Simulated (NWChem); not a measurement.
C$_{2}$H$_{3}$I; SMILES C(=C)I

```xyz
6

C     -0.3563     2.4409     0.0000
C      0.5208     1.4434     0.0000
I     -0.0103    -0.5813     0.0000
H     -1.4374     2.2814     0.0000
H      0.0071     3.4737     0.0000
H      1.6031     1.5943     0.0000
```
Atoms are numbered in this order, from 1.

Level: PBE0/def2-SVP with def2 effective core potentials on I (NWChem), optimised geometry, unscaled harmonic frequencies. def2 effective core potentials on I; no spin-orbit coupling.

```tsv
frequency (cm⁻¹)	IR intensity (km/mol)
313	0.2
553	11.9
562	21.6
939	25.1
979	35.0
989	8.8
1246	45.3
1380	9.6
1681	43.4
3163	0.0
3234	3.1
3271	0.1
```

| Property | Value |
|---|---|
| zero-point energy | 26.2 kcal/mol |
| thermal correction to the enthalpy at 298.15 K (with zero-point energy) | 29.1 kcal/mol |
| heat capacity Cv | 11.4 cal/(mol K) |
| entropy at 298.15 K and 1 atm (symmetry number 1) | 67.7 cal/(mol K) |

Rigid rotor and harmonic oscillator.
